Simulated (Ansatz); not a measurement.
`O[Si](Cl)(Cl)O[SiH3]` and `O[SiH2]N[Si](O)(Cl)Cl` differ in one atom or group.

Ansatz, PBE0-D4/def2-TZVP geometries, multiplicity 1. Each molecule was computed in one conformer, which needn't be the lowest.

```json
{"property": "LUMO energy (B3LYP/def2-TZVPP) / eV", "`O[Si](Cl)(Cl)O[SiH3]`": "-0.35"}
{"property": "HOMO–LUMO gap (PBE0/def2-TZVPP) / eV", "`O[Si](Cl)(Cl)O[SiH3]`": "9.01"}
{"property": "HOMO–LUMO gap (PBE/def2-TZVPP) / eV", "`O[Si](Cl)(Cl)O[SiH3]`": "6.65"}
{"property": "HOMO–LUMO gap (B3LYP/def2-TZVPP) / eV", "`O[Si](Cl)(Cl)O[SiH3]`": "8.49"}
{"property": "LUMO energy (PBE/def2-TZVPP) / eV", "`O[Si](Cl)(Cl)O[SiH3]`": "-1.01"}
{"property": "HOMO–LUMO gap (ωB97M-V/def2-TZVPP) / eV", "`O[Si](Cl)(Cl)O[SiH3]`": "12.95"}
```

Q: Give the same properties after the change, and the shifts. (Estimate.)

A: Computed: 
```tsv
property	`O[SiH2]N[Si](O)(Cl)Cl`	shift
LUMO energy (B3LYP/def2-TZVPP) / eV	-0.36	-0.01
HOMO–LUMO gap (PBE0/def2-TZVPP) / eV	8.22	-0.79
HOMO–LUMO gap (PBE/def2-TZVPP) / eV	5.95	-0.70
HOMO–LUMO gap (B3LYP/def2-TZVPP) / eV	7.67	-0.82
LUMO energy (PBE/def2-TZVPP) / eV	-0.93	0.08
HOMO–LUMO gap (ωB97M-V/def2-TZVPP) / eV	12.07	-0.88
```

B3LYP here is the variant with VWN-RPA as its local correlation; programs differ in this.
